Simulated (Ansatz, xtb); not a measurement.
Two isomers of C4H8BrF

Structure X is `C[C@H](Br)CCF`, a singlet and structure Y is `CC(C)(F)CBr`, a singlet. Both are isolated molecules in the gas phase, relaxed with B3LYP-D3(BJ)/def2-SVP, each in the lowest conformer that the search found.

Question: Estimate which is lower in electronic energy at CCSD(T)/def2-SVP + ΔMP2/def2-TZVPP, and by roughly how much.

Answer: The CCSD(T)/def2-SVP + ΔMP2/def2-TZVPP calculation puts structure Y lower, by 24.5 kJ/mol.

The same difference at several levels:

```tsv
level	geometry	E(Y) − E(X) (kJ/mol)	departure from the last row (kJ/mol)	job, with rough time for the two
GFN2-xTB	GFN2-xTB	−14.9	+9.6	optimisation, 0.11 s
HF/STO-3G	GFN2-xTB	−22.1	+2.4	single point, 0.34 s
r2SCAN-D4/def2-SVP	GFN2-xTB	−23.6	+1.0	single point, 3.5 s
B3LYP-D3(BJ)/def2-SVP	B3LYP-D3(BJ)/def2-SVP	−18.0	+6.6	optimisation, 27 s
HF/def2-SVP	B3LYP-D3(BJ)/def2-SVP	−16.9	+7.6	part of the CCSD(T) run
MP2/def2-SVP	B3LYP-D3(BJ)/def2-SVP	−21.0	+3.6	part of the CCSD(T) run
CCSD(T)/def2-SVP	B3LYP-D3(BJ)/def2-SVP	−21.3	+3.3	single point
CCSD(T)/def2-SVP + ΔMP2/def2-TZVPP	B3LYP-D3(BJ)/def2-SVP	−24.5		single point, 69 s
```

As drawn, both hold the same kinds of bond in the same numbers. Structure X has 1 methyl group, Y 2.

The levels shown agree on the order. The largest departure from CCSD(T)/def2-SVP + ΔMP2/def2-TZVPP is that of GFN2-xTB, 9.6 kJ/mol. The last row adds to CCSD(T) the change of the MP2 difference between the two basis sets, here −3.3 kJ/mol.

With thermal terms from frequencies at re-optimised GFN2-xTB minima (ideal gas, soft modes damped towards free rotors, one conformer each, 298.15 K, 1 atm): on the last row, ΔE + ΔZPE = −27.5, ΔH = −26.8, ΔG = −27.4 kJ/mol.

The correlated steps freeze 14 core orbitals; the filled d shell of Br is correlated, in a basis made for valence electrons. Mirror images aren't counted in ΔG. Run with Ansatz 0.2.0, xtb 6.7.1; the last row on 4 threads of Arm Neoverse V2 on a shared host.
